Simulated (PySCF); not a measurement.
SMILES C(=[CH])C=C, doublet, PBE0/def2-SVP optimised geometry.

```
9

C      1.64    -0.60     0.00
C      0.32    -0.60     0.00
C     -0.52     0.60     0.00
C     -1.86     0.57     0.00
H      2.45     0.13     0.00
H     -0.21    -1.56     0.00
H      0.00     1.56     0.00
H     -2.41    -0.38     0.00
H     -2.45     1.49     0.00
```

Density from unrestricted PBE0/def2-TZVP (PySCF) at that geometry.

Minimum of the electron density along straight lines between bonded atoms, close to the bond critical point (lines longer than 1.1 times the sum of covalent radii, or with two minima, are not listed):

```tsv
bond	length / Å	ρ at the minimum / e bohr⁻³	∇²ρ there / e bohr⁻⁵	position (fraction from the first atom)
C1–C2	1.323	0.353	-1.07	0.51
C2–C3	1.463	0.275	(withheld)	0.50
C3–C4	1.340	0.346	-1.05	0.51
C1–H5	1.091	0.276	-0.96	0.66
C2–H6	1.100	0.273	-0.94	0.65
C3–H7	1.096	0.279	-0.98	0.65
C4–H8	1.095	0.277	-0.96	0.65
C4–H9	1.092	0.279	-0.97	0.65
```

Complete the blanks.


- C2–C3, ∇²ρ there / e bohr⁻⁵: -0.76
